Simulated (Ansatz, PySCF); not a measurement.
System: GeF3, net charge 0, doublet state. It need not be the lowest isomer of its formula. 
Coordinates optimised at B3LYP-D3(BJ)/def2-TZVP (Ansatz, an electronic-structure program):
```xyz
4

Ge     0.2273    -0.1978    -0.0141
F      0.7837     1.4450     0.0126
F     -0.8472    -0.3310    -1.3693
F     -0.7447    -0.4108     1.4068
```
Charge 0, spin multiplicity 2.

Total electronic energies in hartree. Cores are frozen in the correlated levels unless marked. Open shells are spin-unrestricted. No spin-orbit coupling. Frozen are the shells of the preceding noble gas and the d and f shells that filled before the atom's block. No relativistic terms. CBS marks a two-point X^-3 extrapolation of the correlation energy; Hartree-Fock from the larger set. [CCSD(T)-MP2]/basis is that difference in the basis named.

```json
[
 {"level": "RI-HF/aug-cc-pVTZ", "program": "Ansatz", "energy (Eh)": "-2373.93232"},
 {"level": "BLYP-D4/def2-TZVPD", "program": "Ansatz + dftd4", "energy (Eh)": "-2376.80326"},
 {"level": "PBE0/def2-SVP", "program": "Ansatz", "energy (Eh)": "…"},
 {"level": "PBE0/def2-QZVPP", "program": "Ansatz", "energy (Eh)": "-2376.26119"},
 {"level": "TPSSh-D4/def2-TZVPD", "program": "PySCF + dftd4", "energy (Eh)": "-2376.70252"},
 {"level": "M06-2X/def2-TZVPD", "program": "PySCF", "energy (Eh)": "-2376.66430"},
 {"level": "CAM-B3LYP-D3(BJ)/def2-TZVPD", "program": "Ansatz + dftd3", "energy (Eh)": "-2376.80941"},
 {"level": "wB97M-V/def2-TZVPD", "program": "Ansatz", "energy (Eh)": "-2376.56875"},
 {"level": "RI-MP2/cc-pVTZ", "program": "Ansatz", "energy (Eh)": "-2374.77931"},
 {"level": "RI-MP2/CBS(cc-pVTZ,cc-pVQZ)", "program": "Ansatz", "energy (Eh)": "-2374.9495"},
 {"level": "CCSD/STO-3G", "program": "Ansatz", "energy (Eh)": "-2345.95155"},
 {"level": "CCSD/cc-pVTZ", "program": "Ansatz", "energy (Eh)": "-2374.77475"},
 {"level": "CCSD(T)/STO-3G", "program": "Ansatz", "energy (Eh)": "-2345.95958"},
 {"level": "CCSD(T)/cc-pVTZ", "program": "Ansatz", "energy (Eh)": "-2374.80131"},
 {"level": "RI-MP2/CBS(cc-pVTZ,cc-pVQZ)+[CCSD(T)-MP2]/cc-pVTZ", "program": "Ansatz", "energy (Eh)": "-2374.9713"}
]
```

Fill in the missing entries.


- PBE0/def2-SVP, energy (Eh): -2375.55108
